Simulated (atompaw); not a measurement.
# Which change was made? (Pb, PAW (atompaw))

atompaw 4.2.0.5 input, output lines left out:

```
Pb 82
GGA-PBE scalarrelativistic loggrid 2001 logderivrange -4 5 226
6 6 5 4 0 0
6 1 2
0 0 0
c
c
c
c
c
v
c
c
c
c
v
c
c
v
c
2
2.30 2.05 2.15 1.30
y
1.55
n
y
0.05
n
y
3.8
n
custom rrkj gramschmidtortho gaussian
3 0 troulliermartins
2.30
1.85
2.30
2.30
1.25
2.30
```

Cutoffs, loose and tight: the cutoffs (Ry, on a coarse ladder) from which the occupation-weighted sum of valence levels, in a spherical-Bessel basis at the reference potential, stays within 10 and 1 mRy of its value at 400 Ry. They see the waves, projectors and local potential, not the compensation charge or the core.

The base gives: outcome: generated; cutoff, loose: 70 Ry; cutoff, tight: 140 Ry; bound ghosts: s.

(1) After one change the result is: outcome: generated; cutoff, loose: 100 Ry; cutoff, tight: 200 Ry; bound ghosts: p, s. Which change was it?
A. all radii scaled by about 0.94 (s 2.16, p 2.16, d 1.16 bohr); local potential troulliermartins scheme with l = 3 at 0 Ry, radius 2.02 bohr; augmentation gaussian compensation charge, radius 1.92 bohr; PAW radius 2.16 bohr; waves and projectors: custom rrkj gramschmidtortho; core correction smooth core density matched at 1.22 bohr
B. all radii scaled by about 1.08 (s 2.48, p 2.48, d 1.36 bohr); local potential troulliermartins scheme with l = 3 at 0 Ry, radius 2.32 bohr; augmentation gaussian compensation charge, radius 2.22 bohr; PAW radius 2.48 bohr; waves and projectors: custom rrkj gramschmidtortho; core correction smooth core density matched at 1.40 bohr
C. all radii scaled by about 0.81 (s 1.86, p 1.86, d 1.02 bohr); local potential troulliermartins scheme with l = 3 at 0 Ry, radius 1.74 bohr; augmentation gaussian compensation charge, radius 1.66 bohr; PAW radius 1.86 bohr; waves and projectors: custom rrkj gramschmidtortho; core correction smooth core density matched at 1.06 bohr
D. all radii scaled by about 1.31 (s 3.00, p 3.00, d 1.64 bohr); local potential troulliermartins scheme with l = 3 at 0 Ry, radius 2.80 bohr; augmentation gaussian compensation charge, radius 2.68 bohr; PAW radius 3.00 bohr; waves and projectors: custom rrkj gramschmidtortho; core correction smooth core density matched at 1.70 bohr

Results:

(1) C. The others give: all radii scaled by about 1.31 (s 3.00, p 3.00, d 1.64 bohr); local potential troulliermartins scheme with l = 3 at 0 Ry, radius 2.80 bohr; augmentation gaussian compensation charge, radius 2.68 bohr; PAW radius 3.00 bohr; waves and projectors: custom rrkj gramschmidtortho; core correction smooth core density matched at 1.70 bohr → outcome: generated; cutoff, loose: 45 Ry; cutoff, tight: 70 Ry; bound ghosts: none | all radii scaled by about 0.94 (s 2.16, p 2.16, d 1.16 bohr); local potential troulliermartins scheme with l = 3 at 0 Ry, radius 2.02 bohr; augmentation gaussian compensation charge, radius 1.92 bohr; PAW radius 2.16 bohr; waves and projectors: custom rrkj gramschmidtortho; core correction smooth core density matched at 1.22 bohr → outcome: generated; cutoff, loose: 80 Ry; cutoff, tight: 140 Ry; bound ghosts: s, p | all radii scaled by about 1.08 (s 2.48, p 2.48, d 1.36 bohr); local potential troulliermartins scheme with l = 3 at 0 Ry, radius 2.32 bohr; augmentation gaussian compensation charge, radius 2.22 bohr; PAW radius 2.48 bohr; waves and projectors: custom rrkj gramschmidtortho; core correction smooth core density matched at 1.40 bohr → outcome: generated; cutoff, loose: 60 Ry; cutoff, tight: 110 Ry; bound ghosts: s.
